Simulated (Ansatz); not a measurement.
Consider the cleavage of the Si–Si bond: `C[SiH2][SiH](Cl)Cl` + `B[SeH]` → `B[Se][SiH2]C` + dichlorosilane.

Computed with Ansatz on PBE0-D4/def2-TZVP structures; ΔE is electronic, products minus reactants. CCSD(T)/CBS adds triple-zeta CCSD(T) − MP2 to the extrapolated MP2 energy (def2 sets, frozen cores). DFT in def2-TZVPP. B3LYP here is the variant with VWN-RPA as its local correlation; programs differ in this. For Se outer-core shells are correlated without core-valence functions, which leaves a few kJ/mol of doubt a bond. Scalar relativity is left out up to krypton. Each species was taken in one conformer, which may not be the lowest.

```
             level  ΔE (kcal/mol)  difference from CCSD(T)/CBS
            PBE-D4          -10.5                          3.9
           PBE0-D4          -11.8                          2.6
           ωB97X-V          -12.9                          1.5
           ωB97M-V          -14.1                          0.3
               PBE          -10.8                          3.6
            r2SCAN          -12.9                          1.5
              PBE0          -12.2                          2.2
             B3LYP          -12.8                          1.6
    MP2/def2-TZVPP          -16.0                         -1.6
SCS-MP2/def2-TZVPP          -15.7                         -1.3
   CCSD/def2-TZVPP          -13.9                          0.5
CCSD(T)/def2-TZVPP          -13.7                          0.7
     HF/def2-QZVPP          -16.2                         -1.8
SCS-MP2/def2-QZVPP          -16.0                         -1.6
      HF/CBS(def2)          -16.2                         -1.8
     MP2/CBS(def2)          -16.7                         -2.3
       CCSD(T)/CBS          -14.4                            0
```

Largest T1 diagnostic among the species: 0.013.

From PBE to PBE0 (25 % exact exchange), in def2-TZVPP and without D4, ΔE moves by −1.3 kcal/mol.
